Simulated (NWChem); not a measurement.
System: YClF₂; SMILES [F][Y]([F])[Cl]

Output (shortened):

```
             Northwest Computational Chemistry Package (NWChem) 7.3.0
             --------------------------------------------------------

 C2V symmetry detected

                             Geometry "geometry" -> ""
                             -------------------------

 Output coordinates in angstroms (scale by  1.889725989 to convert to a.u.)

  No.       Tag          Charge          X              Y              Z
 ---- ---------------- ---------- -------------- -------------- --------------
    1 Y                   39.0000     0.00000000     0.00000000     0.31720303
    2 F                    9.0000     0.00000000     1.69661200     1.34249133
    3 F                    9.0000     0.00000000    -1.69661200     1.34249133
    4 Cl                  17.0000     0.00000000     0.00000000    -2.14916247

 Effective nuclear repulsion energy (a.u.)     383.9910102141

      Symmetry information
      --------------------

 Group name             C2v
 Group number             16
 Group order               4
 No. of unique centers     3

                                 NWChem DFT Module
                                 -----------------

 Summary of "ao basis" -> "ao basis" (spherical)
 ------------------------------------------------------------------------------
       Tag                 Description            Shells   Functions and Types
 ---------------- ------------------------------  ------  ---------------------
 Y                          def2-svp                11       31   5s3p2d1f
 F                          def2-svp                 6       14   3s2p1d
 Cl                         def2-svp                 8       18   4s3p1d

      Symmetry analysis of basis
      --------------------------

        a1         33
        a2          8
        b1         15
        b2         21

            General Information
            -------------------
          SCF calculation type: DFT
          Wavefunction type:  closed shell.
          No. of atoms     :     4
          No. of electrons :    46
           Alpha electrons :    23
            Beta electrons :    23
          Charge           :     0
          Spin multiplicity:     1
          Use of symmetry is: on ; symmetry adaption is: on
          Maximum number of iterations: 150
          AO basis - number of functions:    77
                     number of shells:    31
          Convergence on energy requested:  1.00D-06
          Convergence on density requested:  1.00D-05
          Convergence on gradient requested:  5.00D-04

              XC Information
              --------------
                        M06-L Method XC Functional
                         M06-L Exchange Functional  1.000
                       M06-L Correlation Potential  1.000

             Grid Information
             ----------------
          Grid used for XC integration:  medium
          Radial quadrature: Mura-Knowles
          Angular quadrature: Lebedev.
          Tag              B.-S. Rad. Rad. Pts. Rad. Cut. Ang. Pts.
          ---              ---------- --------- --------- ---------
          Y                   1.80      123          10.0       590
          F                   0.50       49          10.0       434
          Cl                  1.00       88          10.0       590
          Grid pruning is: on
          Number of quadrature shells:   260
          Spatial weights used:  Erf1

      Superposition of Atomic Density Guess
      -------------------------------------

 Sum of atomic energies:        -701.56601740

      Non-variational initial energy
      ------------------------------

 Total energy =    -695.511913
 1-e energy   =   -1268.392368
 2-e energy   =     425.558857
 HOMO         =      -0.461672
 LUMO         =      -0.102796

      Symmetry analysis of molecular orbitals - initial
      -------------------------------------------------

  Numbering of irreducible representations:

     1 a1          2 a2          3 b1          4 b2

  Orbital symmetries:

     1 a1          2 a1          3 b2          4 a1          5 a1
     6 b2          7 b1          8 a1          9 b2         10 a1
    11 a1         12 b1         13 b2         14 a1         15 a1
    16 a2         17 b2         18 b1         19 a1         20 b2
    21 a1         22 b1         23 b2         24 a1         25 b1
    26 a1         27 b2         28 b1         29 a2         30 a1
    31 a1         32 b2         33 a1

     ---------------------------------------------
      Total Density - Mulliken Population Analysis
     ---------------------------------------------

    Atom       Charge   Shell Charges
 -----------   ------   -------------------------------------------------------
    1 Y   11     8.87  -0.64  1.59  1.05  0.17  0.01  5.62  0.47  0.05  0.34  0.11  0.09
    2 F    9     9.75   1.99  1.16  0.80  3.62  2.17  0.00
    3 F    9     9.75   1.99  1.16  0.80  3.62  2.17  0.00
    4 Cl  17    17.63   2.00  1.99  1.23  0.72  5.94  2.24  3.49  0.00

   convergence    iter        energy       DeltaE   RMS-Dens  Diis-err
 ---------------- ----- ----------------- --------- --------- ---------
 d= 0,ls=0.0,diis     1   -697.9755606299 -8.45D+02  3.98D-02  1.47D+00
 d= 0,ls=0.0,diis     2   -695.3902067945  2.59D+00  2.89D-02  3.00D+01
 d= 0,ls=0.0,diis     3   -698.1494825916 -2.76D+00  4.84D-03  1.80D-01
 d= 0,ls=0.0,diis     4   -698.1652970765 -1.58D-02  2.28D-03  4.06D-02
 d= 0,ls=0.0,diis     5   -698.1539212888  1.14D-02  1.94D-03  1.92D-02
  Resetting Diis
 d= 0,ls=0.0,diis     6   -698.1610973970 -7.18D-03  1.36D-03  4.84D-03
 d= 0,ls=0.0,diis     7   -698.1632726205 -2.18D-03  8.16D-04  5.50D-04
 d= 0,ls=0.0,diis     8   -698.1635490991 -2.76D-04  2.12D-04  3.92D-04
 d= 0,ls=0.0,diis     9   -698.1635753722 -2.63D-05  1.09D-04  1.81D-04
 d= 0,ls=0.0,diis    10   -698.1635873230 -1.20D-05  3.18D-05  9.06D-06
 d= 0,ls=0.0,diis    11   -698.1635884024 -1.08D-06  7.79D-06  2.90D-07
 d= 0,ls=0.0,diis    12   -698.1635884421 -3.97D-08  2.56D-06  4.21D-08

         Total DFT energy =     -698.163588442087
      One electron energy =    -1273.282176223173
           Coulomb energy =      482.244220111967
    Exchange-Corr. energy =      -54.447230021297
 Nuclear repulsion energy =      147.321597690415

 Numeric. integr. density =       46.000002208099

                  Occupations of the irreducible representations
                  ----------------------------------------------

                     irrep           alpha         beta
                     --------     --------     --------
                     a1               11.0         11.0
                     a2                1.0          1.0
                     b1                4.0          4.0
                     b2                7.0          7.0

                       DFT Final Molecular Orbital Analysis
                       ------------------------------------

 Vector   21  Occ=2.000000D+00  E=-3.012382D-01  Symmetry=a1
              MO Center=  4.0D-16,  9.1D-16, -1.7D+00, r^2= 2.7D+00
   Bfn.  Coefficient  Atom+Function         Bfn.  Coefficient  Atom+Function
  ----- ------------  ---------------      ----- ------------  ---------------
    72      0.569051  4 Cl pz                69      0.424668  4 Cl pz
    66      0.250191  4 Cl pz                 8      0.234415  1 Y  pz
    17      0.155331  1 Y  d  0              36     -0.141911  2 F  py
    50      0.141911  3 F  py                 4      0.128023  1 Y  s
    39      0.099649  2 F  py                53     -0.099649  3 F  py

 Vector   22  Occ=2.000000D+00  E=-2.865224D-01  Symmetry=b1
              MO Center=  1.4D-13, -2.8D-15, -2.0D+00, r^2= 1.5D+00
   Bfn.  Coefficient  Atom+Function         Bfn.  Coefficient  Atom+Function
  ----- ------------  ---------------      ----- ------------  ---------------
    70      0.617242  4 Cl px                67      0.446371  4 Cl px
    64      0.262667  4 Cl px                18      0.129748  1 Y  d  1
     6     -0.077891  1 Y  px                12      0.064889  1 Y  px
    23      0.049145  1 Y  d  1              35     -0.041912  2 F  px
    49     -0.041912  3 F  px                 9      0.040062  1 Y  px

 Vector   23  Occ=2.000000D+00  E=-2.794541D-01  Symmetry=b2
              MO Center= -4.1D-16, -1.2D-15, -2.0D+00, r^2= 1.6D+00
   Bfn.  Coefficient  Atom+Function         Bfn.  Coefficient  Atom+Function
  ----- ------------  ---------------      ----- ------------  ---------------
    71      0.622892  4 Cl py                68      0.450919  4 Cl py
    65      0.264881  4 Cl py                 7     -0.108515  1 Y  py
    36      0.078625  2 F  py                50      0.078625  3 F  py
    21     -0.062938  1 Y  d -1              39     -0.055849  2 F  py
    53     -0.055849  3 F  py                16     -0.055122  1 Y  d -1

 Vector   24  Occ=0.000000D+00  E=-8.741683D-02  Symmetry=a1
              MO Center= -8.2D-15, -1.5D-14,  3.6D-01, r^2= 4.6D+00
   Bfn.  Coefficient  Atom+Function         Bfn.  Coefficient  Atom+Function
  ----- ------------  ---------------      ----- ------------  ---------------
     5      0.560623  1 Y  s                 19      0.501966  1 Y  d  2
    17     -0.351984  1 Y  d  0               2     -0.350213  1 Y  s
    24      0.225532  1 Y  d  2               1      0.176434  1 Y  s
    22     -0.132661  1 Y  d  0               4      0.121073  1 Y  s
     3     -0.080656  1 Y  s                 62     -0.074264  4 Cl s

[...]

                         DFT ENERGY GRADIENTS

    atom               coordinates                        gradient
                 x          y          z           x          y          z
   1 Y       0.000000   0.000000   0.599427    0.000000   0.000000   0.002371
   2 F       0.000000   3.206132   2.536941    0.000000  -0.004227  -0.002785
   3 F       0.000000  -3.206132   2.536941    0.000000   0.004227  -0.002785
   4 Cl      0.000000   0.000000  -4.061328    0.000000   0.000000   0.003200
```

Level: M06-L/def2-SVP with def2 effective core potentials on Y. Coordinates come from a PBE0/def2-SVP optimisation. def2 effective core potentials on Y; no spin-orbit coupling.

Reconstruct the input file.

One answer among several that fit: the input that was run:
```
start job
memory heap 200 mb stack 900 mb global 1100 mb
geometry units angstroms noautoz
  Y      0.327301    -0.174011     0.000000
  F      0.540242    -1.176947     1.696612
  F      0.540242    -1.176947    -1.696612
  Cl    -0.176249     2.240404     0.000000
end
basis spherical
  Y library def2-svp
  F library def2-svp
  Cl library def2-svp
end
ecp
  Y library def2-ecp
end
dft
  xc m06-l
  iterations 150
  mulliken
end
task dft gradient
```
